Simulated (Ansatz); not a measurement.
`CC1=CC(C)=[O+][B-](C)(F)O1` + H₂O → `CC1=CC(C)=[O+][B-](C)(O)O1` + H–F  (formal hydrolysis of a B–F bond)

Program: Ansatz. Geometries: PBE0-D4/def2-TZVP. ΔE: electronic, gas phase. CCSD(T)/CBS adds triple-zeta CCSD(T) − MP2 to the extrapolated MP2 energy (def2 sets, frozen cores). This one scheme is used for every species. DFT in def2-TZVPP. B3LYP here is the variant with VWN-RPA as its local correlation; programs differ in this. HSE06 is defined as in plane-wave codes. Each species was taken in one conformer, which may not be the lowest.

`CC1=CC(C)=[O+][B-](C)(F)O1`:

Cartesian coordinates in Å:
```
C -1.910 -2.105 0.038
C -0.949 -0.973 0.080
C 0.062 -0.891 1.030
C 1.019 0.106 0.896
C 2.231 0.165 1.754
O 0.932 1.014 0.002
B -0.370 1.253 -0.765
C -0.069 1.802 -2.217
F -1.147 2.059 0.045
O -1.090 -0.095 -0.836
H -2.918 -1.718 0.206
H -1.683 -2.863 0.785
H -1.900 -2.551 -0.959
H 0.166 -1.653 1.787
H 2.293 -0.683 2.434
H 2.210 1.094 2.331
H 3.121 0.200 1.122
H -1.000 1.965 -2.767
H 0.550 1.117 -2.803
H 0.453 2.761 -2.165
```

H₂O:

Cartesian coordinates in Å:
```
O 0.348 -0.093 -0.147
H -0.188 -0.613 0.455
H -0.160 0.705 -0.308
```

`CC1=CC(C)=[O+][B-](C)(O)O1`:

```xyz
21

C     2.474    0.335   -1.346
C     1.222    0.110   -0.574
C     0.206   -0.717   -1.041
C    -0.801   -1.082   -0.152
C    -1.772   -2.166   -0.461
O    -0.923   -0.541    0.994
B    -0.175    0.779    1.363
C    -1.017    2.025    0.846
O     0.104    0.790    2.734
O     1.160    0.686    0.560
H     2.491   -0.231   -2.275
H     2.569    1.402   -1.565
H     3.332    0.058   -0.730
H     0.289   -1.199   -2.003
H    -1.578   -2.628   -1.428
H    -1.729   -2.923    0.325
H    -2.783   -1.751   -0.450
H    -1.979    2.077    1.363
H    -0.484    2.958    1.052
H    -1.219    1.988   -0.230
H     0.612    0.028    3.017
```

H–F:

Z-matrix (Å, degrees):
```
F
H 1 0.920
```

| level | ΔE (kJ/mol) | difference from CCSD(T)/CBS |
| --- | --- | --- |
| LDA (SPW92) | 51.2 | 0.0 |
| PBE-D4 | 51.7 | 0.5 |
| revPBE-D4 | 48.1 | -3.1 |
| BLYP-D4 | 53.7 | 2.5 |
| B97M-V | 58.5 | 7.3 |
| PBE0-D4 | 52.6 | 1.4 |
| r2SCANh-D4 | 56.4 | 5.2 |
| r2SCAN0-D4 | 56.1 | 4.9 |
| HSE06-D4 | 52.7 | 1.5 |
| BHLYP-D4 | 58.1 | 6.9 |
| CAM-B3LYP-D4 | 57.6 | 6.4 |
| ωB97X-V | 55.7 | 4.5 |
| ωB97M-V | 54.4 | 3.2 |
| B2PLYP | 56.3 | 5.1 |
| PBE-QIDH | 52.5 | 1.3 |
| PBE | 55.3 | 4.1 |
| revPBE | 57.1 | 5.9 |
| BLYP | 61.0 | 9.8 |
| r2SCAN | 57.8 | 6.6 |
| PBE0 | 55.9 | 4.7 |
| B3LYP | 60.8 | 9.6 |
| r2SCANh | 57.6 | 6.4 |
| r2SCAN0 | 57.4 | 6.2 |
| HSE06 | 55.7 | 4.5 |
| CAM-B3LYP | 61.0 | 9.8 |
| LC-ωPBE | 57.4 | 6.2 |
| RPA@PBE/def2-TZVPP | 51.4 | 0.2 |
| HF/def2-SVP | 65.9 | 14.7 |
| MP2/def2-SVP | 50.2 | -1.0 |
| CCSD/def2-SVP | 55.4 | 4.2 |
| CCSD(T)/def2-SVP | 53.4 | 2.2 |
| HF/def2-TZVPP | 66.9 | 15.7 |
| SCS-MP2/def2-TZVPP | 50.6 | -0.6 |
| CCSD(T)/def2-TZVPP | 50.9 | -0.3 |
| HF/def2-QZVPP | 67.1 | 15.9 |
| MP2/def2-QZVPP | 46.9 | -4.3 |
| SCS-MP2/def2-QZVPP | 50.8 | -0.4 |
| HF/CBS(def2) | 67.2 | 16.0 |
| MP2/CBS(def2) | 47.0 | -4.2 |
| CCSD/CBS(def2) | 53.8 | 2.6 |
| CCSD(T)/CBS | 51.2 | 0 |

Largest T1 diagnostic among the species: 0.016.

The D4 term adds −5.6 kJ/mol with B3LYP and −3.3 kJ/mol with PBE0; it sums over pairs of atoms, weighted by their polarisabilities, and B3LYP, whose exchange is more repulsive, gets the larger term. Leaving LDA and LC-ωPBE aside and taking each functional with its dispersion term where it has one, the values spread over 10.3 kJ/mol, from revPBE-D4 to B97M-V. LDA lies −4.1 kJ/mol from PBE without D4.

CCSD(T)/CBS has its own doubt, a few kJ/mol and more with outer-core shells, so smaller differences from it don't rank the levels.
